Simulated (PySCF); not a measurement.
Compound: C₄H₁₁NSi.
Bonds: Si1–N2, N2–C3, C3–C4, C4–C5, C5–C6, N2–C6. Hydrogens: H7, H8, H9 on Si1; H10, H11 on C3; H12, H13 on C4; H14, H15 on C5; H16, H17 on C6.

The same species was optimised twice, with GFN2-xTB and with PBE0-D3(BJ)/def2-SVP (PySCF), and the same property calculations (PySCF, gas phase) were run on both structures.

```tsv
coordinate	GFN2-xTB	PBE0-D3(BJ)/def2-SVP	change
Si1–N2 (Å)	1.709	1.728	+0.019
N2–C3 (Å)	1.444	1.454	+0.010
N2–C6 (Å)	1.452	1.460	+0.008
C5–C6 (Å)	1.536	1.531	-0.005
C4–C5 (Å)	1.528	1.525	-0.003
C3–C4 (Å)	1.525	1.524	-0.001
C3–N2–C6 (°)	109.0	111.0	+2.0
N2–C6–C5 (°)	106.0	104.4	-1.6
Si1–N2–C3 (°)	125.2	124.8	-0.4
C4–C5–C6 (°)	103.7	103.4	-0.3
C3–C4–C5 (°)	101.7	101.9	+0.2
Si1–N2–C6 (°)	123.6	123.7	+0.1
N2–C3–C4 (°)	103.3	103.3	0.0
```

Rotational constants: A = 6449, B = 1910, C = 1583 MHz (GFN2-xTB) against A = 6340, B = 1892, C = 1563 MHz (PBE0-D3(BJ)/def2-SVP). Point groups within 0.08 Å: C1 and C1. Atoms that the bonding makes alike are paired by their places after alignment.

On the GFN2-xTB structure: lowest singlet, TDDFT (eV) 5.56 [CAM-B3LYP/def2-SVPD]; lowest triplet, Tamm–Dancoff (eV) 5.41 [CAM-B3LYP/def2-SVPD]; isotropic polarisability (au) 79.4 [CAM-B3LYP/def2-SVPD]; HOMO (eV) -7.48 [CAM-B3LYP/def2-SVPD]; LUMO (eV) 1.20 [CAM-B3LYP/def2-SVPD]; dipole (D) 1.14 [CAM-B3LYP/def2-SVPD]; HOMO (eV) -6.10 [PBE0/pcSseg-1]; LUMO (eV) 0.83 [PBE0/pcSseg-1]; dipole (D) 1.17 [PBE0/pcSseg-1]; GIAO shielding of Si1 (ppm) 409.1 [PBE0/pcSseg-1]; GIAO shielding of N2 (ppm) 240.1 [PBE0/pcSseg-1]; GIAO shielding of C3/C6 (mean) (ppm) 134.6 [PBE0/pcSseg-1]; GIAO shielding of C4/C5 (mean) (ppm) 156.1 [PBE0/pcSseg-1].

Q: What do these properties become on the PBE0-D3(BJ)/def2-SVP structure?

A: 
```
                                    property                level  on GFN2-xTB  on PBE0-D3(BJ)/def2-SVP  change
                  lowest singlet, TDDFT (eV)  CAM-B3LYP/def2-SVPD         5.56                     5.60   +0.04
           lowest triplet, Tamm–Dancoff (eV)  CAM-B3LYP/def2-SVPD         5.41                     5.45   +0.04
               isotropic polarisability (au)  CAM-B3LYP/def2-SVPD         79.4                     81.3    +1.9
                                   HOMO (eV)  CAM-B3LYP/def2-SVPD        -7.48                    -7.49   -0.01
                                   LUMO (eV)  CAM-B3LYP/def2-SVPD         1.20                     1.20    0.00
                                  dipole (D)  CAM-B3LYP/def2-SVPD         1.14                     1.36   +0.22
energy, GFN2-xTB geometry as zero (kcal/mol)  CAM-B3LYP/def2-SVPD          0.0                     -1.4    -1.4
                                   HOMO (eV)        PBE0/pcSseg-1        -6.10                    -6.11   -0.01
                                   LUMO (eV)        PBE0/pcSseg-1         0.83                     0.89   +0.06
                                  dipole (D)        PBE0/pcSseg-1         1.17                     1.40   +0.23
energy, GFN2-xTB geometry as zero (kcal/mol)        PBE0/pcSseg-1          0.0                     -1.2    -1.2
                 GIAO shielding of Si1 (ppm)        PBE0/pcSseg-1        409.1                    407.5    -1.6
                  GIAO shielding of N2 (ppm)        PBE0/pcSseg-1        240.1                    243.2    +3.1
        GIAO shielding of C3/C6 (mean) (ppm)        PBE0/pcSseg-1        134.6                    132.9    -1.7
        GIAO shielding of C4/C5 (mean) (ppm)        PBE0/pcSseg-1        156.1                    153.8    -2.3
```

The heavy atoms differ by 0.059 Å rms after alignment. Among bonds between heavy atoms Si1–N2 changes most (+0.019 Å). Changes are differences of the printed values. Neither structure is proved a minimum here.
